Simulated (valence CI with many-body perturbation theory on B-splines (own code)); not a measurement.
## Cs XXV: one-electron terms

Computed by relativistic CI+MBPT: three valence electrons over a frozen Dirac-Fock core [Ar] 3d10, radial functions for each j: 11 s, 11 p, 9 d, 7 f, 5 g, 2 h, 1 i, with the one-electron correlation potential Σ1, the two-electron term Σ2, the three-electron term Σ3, Breit, model QED; selected CI, second order for the rest (own B-spline code, finite nucleus).

No measured levels were compared; by estimate levels hold to about 250 cm⁻¹ or 0.2 % of their energy and the worst to 1 %, as in measured heavy ions of charge 2 to 7; those with d or f electrons hold less well.

These are the spectroscopic orbitals of the CI (the correlating ones are not listed), shaped by the core and the other valence electrons. h is the expectation value of the core's Dirac-Fock operator, without the valence repulsion; Σ1 is computed up to l = 3 at one energy for each symmetry, that of its lowest orbital but kept below the first core excitation, so for empty shells it is not the orbital's own correlation shift; Breit and QED include the response of the core.

```csv
Orbital,h (hartree),Σ1 (cm⁻¹),Breit (cm⁻¹),QED (cm⁻¹),⟨r⟩ (bohr)
4s1/2,-33.625,-12558,3636,2746,0.6216
5s1/2,-19.641,-4358,1572,1201,1.067
6s1/2,-12.897,-2061,803,621,1.637
7s1/2,-9.1208,-1159,471,365,2.324
4p1/2,-31.596,-12723,5669,-82.2,0.6279
5p1/2,-18.684,-4484,2461,-34.2,1.092
6p1/2,-12.377,-2186,1300,-17.8,1.674
7p1/2,-8.8075,-1247,773,-10.4,2.376
4p3/2,-30.846,-11720,3536,190,0.6444
5p3/2,-18.344,-4241,1540,84.4,1.113
6p3/2,-12.194,-2091,857,45.2,1.700
7p3/2,-8.6977,-1201,511,27.1,2.407
4d3/2,-27.554,-12234,2199,-157,0.6494
5d3/2,-16.819,-4565,1007,-69.2,1.146
6d3/2,-11.364,-2306,550,-37.2,1.758
4d5/2,-27.401,-11907,1272,-68.0,0.6538
5d5/2,-16.748,-4450,563,-28.8,1.151
6d5/2,-11.324,-2249,307,-15.2,1.765
4f5/2,-23.904,-11343,575,-66.1,0.6310
5f5/2,-15.217,-3849,278,-34.2,1.158
4f7/2,-23.88,-11126,103,-43.0,0.6323
5f7/2,-15.202,-3767,49.6,-21.9,1.159
5g7/2,-14.584,,10.7,-4.9,1.077
5g9/2,-14.578,,-11.7,0.1,1.077
```

Among the shells of the start configuration 4s2 4p1, Σ1 is largest in size for 4p1/2, where it is 0.18 % of h.

Lowest root of each symmetry, sizes in configuration state functions:

```tsv
J	Parity	Roots	Reference	Variational	Second order	Change by selected CI (cm⁻¹)	Change by second order (cm⁻¹)
1/2	even	9	46	7083	7717	-1276	0
3/2	even	13	75	12383	19867	-725	-1
5/2	even	13	80	15048	28621	-1216	-1
7/2	even	8	60	14330	33416	-1895	-3
9/2	even	4	41	10067	26365	-2246	-3
11/2	even	1	18	3413	21007	-3063	-4
1/2	odd	7	52	6801	7742	-1725	0
3/2	odd	12	83	11598	14755	-1687	0
5/2	odd	10	81	13074	27702	-1233	-1
7/2	odd	6	64	11155	32803	-1545	-2
9/2	odd	2	39	8189	27856	-1054	-4
```
